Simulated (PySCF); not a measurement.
Does the structure fit the spectrum?

A compound C$_{5}$H$_{9}$BO$_{3}$ gives the data below (simulated from a calculation) and was assigned the structure `CC(=O)[C@@H]1CCOBO1`.

$^{13}$C{$^{1}$H} NMR (computed): δ 198.3 (C), 186.4 (CH), 103.4 (CH), 74.4 (CH2), 58.9 (CH3).

$^{1}$H NMR (400 MHz, computed): δ 7.76 (d, 1H), 6.11 (d, 1H), 3.78 (s, 2H), 3.73 (br, 2H), 3.40 (s, 3H).

PySCF 2.14 calculation with structure optimised with PBE0-D3(BJ)/def2-SVP and NMR shieldings at PBE0/pcSseg-1/GIAO; equivalent nuclei averaged, non-relativistic Hamiltonian, one conformer, in vacuum.

Referencing at the same level of theory: $^{1}$H, $^{13}$C vs TMS.

Question: Compare with the shifts computed for the proposed structure, pairing carbons in order of shift.

Answer: Atoms are numbered as in `[CH3:1][C:2](=[O:3])[C@@H:4]1[CH2:5][CH2:6][O:7][BH:8][O:9]1`. Each H is labelled by its parent atom.

| atom | computed for proposal | given list | difference |
| --- | --- | --- | --- |
| C2 | 216.1 | 198.3 | +17.8 |
| C4 | 78.2 | 186.4 | -108.2 |
| C6 | 59.8 | 103.4 | -43.6 |
| C1 | 29.2 | 74.4 | -45.2 |
| C5 | 28.2 | 58.9 | -30.7 |

The rms difference is 58.1 ppm and the largest -108.2 ppm at C4 (sp3 CH bonded to O, α to a carbonyl). The carbon types in order of shift don't match either: C, CH, CH2, CH3, CH2 for the proposal against C, CH, CH, CH2, CH3 in the data. The proposal doesn't fit.

Question: Which isomer fits?

Answer: `COCC1=[O+][BH2-]OC=C1`.

δC 198.3: ketone carbonyl carbon; the double bond to the heteroatom, with no lone-pair donor beside it, deshields it most. δC 186.4: alkene carbon bearing oxygen; an sp2 carbon further deshielded by the attached heteroatom. δC 103.4: β carbon of an enol-ether or enamine type C=C; the O or N lone pair pushes π density onto this β carbon and shields it. δC 74.4: sp3 CH2 bonded to O, α to a carbonyl; deshielded by the electronegative neighbour.

This is the structure that produced the data.

Hydrogens on boron are broadened and split by $^{11}$B (spin 3/2, 80 %) and 10B (spin 3). Shifts are as computed. Against solution values, carbons near 30 ppm lie about +2 ppm off and those near 130 ppm about +5 ppm. Of 1309 compounds with measured shifts, 239 miss one by over three times the rms of a fit or turn the order of signals round; such compounds aren't used in these exercises. Multiplicities follow the n + 1 count of equivalent neighbours, as no J values were calculated; m marks all less simple cases, F and P coupling included.
